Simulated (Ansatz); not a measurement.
Relaxation of C$_{2}$H$_{10}$GeSn (14 atoms, charge 0, multiplicity 1), to a largest force component of 0.015 eV/Å in at most 40 steps.

Method: RKS B3LYP/def2-SVP in Ansatz.

```xyz
14
Properties=species:S:1:pos:R:3:forces:R:3
C -0.753 1.318 -0.364 -2.20 2.21 -1.22
C -0.466 0.068 0.353 0.96 -0.57 -0.12
Ge 1.211 0.244 1.266 1.08 0.11 1.59
Sn -0.264 -1.544 -1.047 -1.80 -1.25 -0.09
H -0.874 2.194 0.331 0.25 -0.36 -0.34
H -1.778 1.272 -0.895 1.27 0.09 0.38
H 0.008 1.601 -1.124 -0.22 -0.08 0.19
H -1.216 -0.139 1.091 -0.74 -0.46 0.59
H 1.164 1.419 2.347 0.02 -0.46 -0.52
H 2.362 0.542 0.269 -0.09 0.00 0.02
H 1.552 -1.083 2.038 -0.01 0.34 -0.19
H 0.067 -3.020 -0.163 0.02 0.27 -0.32
H 0.872 -1.183 -2.225 0.47 0.11 -0.37
H -1.899 -1.717 -1.848 1.00 0.05 0.40
```

**Question.** Where does it end, and by what steps?

**Answer.** It converged. After 5 steps the energy has fallen by 0.381 eV; H13 moved furthest, 0.15 Å.

| step | energy less start (eV) | largest force component (eV/Å) | accepted |
| --- | --- | --- | --- |
| 0 | 0.0000 | 2.214 | yes |
| 1 | -0.2143 | 2.016 | yes |
| 2 | -0.3600 | 0.506 | yes |
| 3 | -0.3738 | 0.109 | yes |
| 4 | -0.3799 | 0.059 | yes |
| 5 | -0.3810 | 0.011 | yes |

```xyz
14
Properties=species:S:1:pos:R:3
C -0.808 1.389 -0.379
C -0.407 0.081 0.324
Ge 1.282 0.263 1.339
Sn -0.348 -1.607 -1.078
H -0.907 2.222 0.340
H -1.777 1.300 -0.900
H -0.063 1.701 -1.129
H -1.176 -0.200 1.063
H 1.165 1.434 2.345
H 2.453 0.567 0.376
H 1.599 -1.035 2.114
H 0.008 -3.077 -0.256
H 0.852 -1.322 -2.281
H -1.885 -1.746 -1.849
```

The run took 22 s on 2 threads of Intel(R) Xeon(R) 6975P-C (Granite Rapids) (shared host), peak memory 0.45 GiB.
